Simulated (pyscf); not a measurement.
Optimised with ωB97X-D3(BJ)/def2-SVP in PySCF. Correlated levels are frozen-core, on RHF or UHF. ΔMP2 is the change of the MP2 total energy from the triple- to the quadruple-zeta basis.

Estimate the classical barrier height and the reaction energy of `[PH2][In]` [singlet] -> `[PH]=[InH]` at CCSD/def2-TZVPP. The step runs on the singlet surface, breaks H–P and forms H–In; take the reactant's lowest minimum found as zero.

ΔE‡ = 62.5 kcal/mol, ΔE = +28.4 kcal/mol. CCSD(T)/def2-TZVPP + ΔMP2(QZVPP) gives 57.4 kcal/mol and +26.6 kcal/mol. Zero-point energy shifts the barrier by -2.5 kcal/mol. It is a hydrogen shift, with an imaginary mode of 891i cm⁻¹. This is the saddle that the search found; another between the same sides may lie lower. A restricted solution here is unstable towards spin polarisation, so biradical character is likely and single-reference numbers are less safe. The CCSD(T) − MP2 part came from Ansatz, without density fitting, on the same reference. The largest closed-shell T1 diagnostic is 0.036, which may signal static correlation. The frozen core leaves the outer d or s,p core shells of the metals and heavy elements correlated in the MP2 and CC values, and def2-TZVPP describes them poorly, which can shift differences by a few kcal/mol. Elements past Kr carry the def2 core potentials, without spin-orbit coupling.
